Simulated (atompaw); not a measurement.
# Reading a pseudo-wave (beryllium)

Columns: radius, all-electron u(r) and pseudo u(r) of the 1s shell (level -106.96 eV) of beryllium in the configuration 1s2 2s1.5 2p0.5; PBE, scalar-relativistic, PAW (atompaw) scheme, atompaw 4.2.0.5.

```csv
r (bohr),all-electron,pseudo
0.115,1.0702,0.9071
0.231,1.3739,1.3471
0.346,1.3386,1.3391
0.462,1.1715,1.1715
0.577,0.9713,0.9713
0.692,0.7792,0.7792
0.808,0.6103,0.6103
0.923,0.4716,0.4716
1.038,0.3601,0.3601
1.154,0.2719,0.2719
1.269,0.2049,0.2049
1.385,0.1534,0.1534
1.500,0.1147,0.1147
1.615,0.0855,0.0855
1.731,0.0634,0.0634
1.846,0.0470,0.0470
1.962,0.0347,0.0347
2.077,0.0256,0.0256
2.192,0.0189,0.0189
2.308,0.0139,0.0139
2.423,0.0102,0.0102
2.538,0.0075,0.0075
2.654,0.0055,0.0055
2.769,0.0040,0.0040
2.885,0.0029,0.0029
3.000,0.0021,0.0021
```

Question: How many radial nodes do the two functions have?

Answer: The all-electron 1s function has n − l − 1 = 0; the pseudo-wave has 0.

Question: At about which radius was the pseudo-wave matched?

Answer: 0.40 bohr, where the columns begin to agree (steps of 0.12 bohr).

Question: Where does each function peak?

Answer: Outermost all-electron maximum near 0.23 bohr, pseudo maximum near 0.23 bohr (to the table’s step).

Question: Is the pseudo-wave norm-conserving?

Answer: No, it belongs to a PAW set: the norm inside the radius is not constrained, and the difference is carried by the augmentation charge.
